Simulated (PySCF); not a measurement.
Species: n-PrOi-Pr, C6H14O.
InChI=1S/C6H14O/c1-4-5-7-6(2)3/h6H,4-5H2,1-3H3

A linear-response calculation (PySCF, def2-SVPD basis, gas phase, vertical, core orbitals frozen in the response) gave these numbers; the functional is withheld.

Orbital energies (eV): HOMO-3 -9.25, HOMO-2 -8.95, HOMO-1 -8.48, HOMO -7.08, LUMO 0.47, LUMO+1 0.75, LUMO+2 1.21.

```json
{"state": "S1", "E (eV)": "6.65", "f": "0.0094", "main configurations (H = HOMO, L = LUMO)": "H→L (97%)"}
{"state": "S2", "E (eV)": "7.08", "f": "0.0047", "main configurations (H = HOMO, L = LUMO)": "H→L+1 (97%)"}
{"state": "S3", "E (eV)": "7.38", "f": "0.027", "main configurations (H = HOMO, L = LUMO)": "H→L+2 (57%), H→L+3 (42%)"}
{"state": "S4", "E (eV)": "7.45", "f": "0.018", "main configurations (H = HOMO, L = LUMO)": "H→L+3 (56%), H→L+2 (42%)"}
{"state": "S5", "E (eV)": "7.93", "f": "0.0002", "main configurations (H = HOMO, L = LUMO)": "H→L+4 (94%)"}
{"state": "S6", "E (eV)": "8.13", "f": "0.0063", "main configurations (H = HOMO, L = LUMO)": "H-1→L (87%), H→L+5 (9%)"}
```

Triplets (Tamm–Dancoff): T1 6.55 eV, H→L (94%); T2 7.00 eV, H→L+1 (93%); T3 7.28 eV, H→L+3 (55%), H→L+2 (40%); T4 7.39 eV, H→L+2 (56%), H→L+3 (40%).

Vertical ionisation energy by ΔSCF with the same functional: 9.36 eV. Mean static polarisability: 82.5 au.

**Question.** Which of these was used?
A. B3LYP
B. HF
C. wB97X-D
D. PBE

**Answer.** A. B3LYP is a global hybrid with 20% exact exchange. In this run −ε(HOMO) = 7.08 eV differs from the ΔSCF value by -2.28 eV, and S1 differs from the orbital gap of 7.55 eV by -0.90 eV. The ratio −ε(HOMO)/IP is 0.76. Small neutral molecules mostly give 0.67 to 0.83 with B3LYP, 0.5 to 0.7 with PBE, 0.89 to 0.99 with wB97X-D; with Hartree–Fock the ratio is 1 or more (Koopmans' value less the relaxation energy is the ΔSCF value). The other options: PBE, a GGA without exact exchange; HF, time-dependent Hartree–Fock, 100% exact exchange; wB97X-D, range-separated, 22% exact exchange at short range and 100% at long range (ω = 0.2 bohr⁻¹).

Method used: PySCF, TDDFT B3LYP/def2-SVPD, vertical, gas phase, core orbitals frozen in the response. The structure is a single PBE0-D3(BJ)/def2-SVP conformer in the gas phase; no vibrational or solvent corrections.

Time: 2.0 min. Hardware: one thread, x86-64 server, no GPU, shared host.

Shape of the structure used: `[CH3:1][CH2:2][CH2:3][O:4][CH:5]([CH3:6])[CH3:7]`: C1–C2–C3–O4 179°, C2–C3–O4–C5 172°, C3–O4–C5–C6 73°.
